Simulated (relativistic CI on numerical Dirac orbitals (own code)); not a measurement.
# Slater and spin-orbit integrals, W⁴¹⁺

These numbers are calculated, not measured: Dirac-Coulomb-Breit CI, KLI orbitals optimised for each configuration, model QED (radiative potential, 1s self-energy scaled to tabulated hydrogen-like ionisation energies), unscaled Slater integrals (own radial code, finite nucleus).

Slater integrals F^k, G^k are unscaled and averaged over j, outside the closed core [Ar] 3d10; ζ comes from projecting the Hamiltonian with its Breit term on Σ l·s of the shell.

- 4s²4p³: F^2(4p,4p) = 249410, ζ(4p) = 515160 cm⁻¹; <r>(4p) = 0.4082, <r^2>(4p) = 0.1887 (bohr units).
- 4s4p⁴: F^2(4p,4p) = 249360, G^1(4s,4p) = 326260, ζ(4p) = 514860 cm⁻¹; <r>(4s) = 0.3985, <r^2>(4s) = 0.1786, <r>(4p) = 0.4083, <r^2>(4p) = 0.1887 (bohr units).
- 4s²4p²4d: F^2(4p,4p) = 249340, ζ(4p) = 515820, F^2(4p,4d) = 246010, G^1(4p,4d) = 303320, G^3(4p,4d) = 195050, ζ(4d) = 65000 cm⁻¹; <r>(4p) = 0.4083, <r^2>(4p) = 0.1888, <r>(4d) = 0.4057, <r^2>(4d) = 0.1881 (bohr units).

Averages of the first 10 configurations, taken without configuration mixing, which lowers the lowest level and can move excited configurations by several eV; other configurations of the list can lie among them:

```
Configuration  Parity  States  Average energy above the lowest level (eV)
       4s²4p³     odd      20                                        98.9
        4s4p⁴    even      30                                       267.5
     4s²4p²4d    even     150                                       302.3
          4p⁵     odd       6                                       447.2
      4s4p³4d     odd     400                                       466.0
     4s²4p²4f     odd     210                                       490.5
      4s4p³4f    even     560                                       654.5
        4p⁴4d    even     150                                       640.8
     4s4p²4d²    even    1350                                       667.7
    4s²4p4d4f    even     840                                       694.6
```
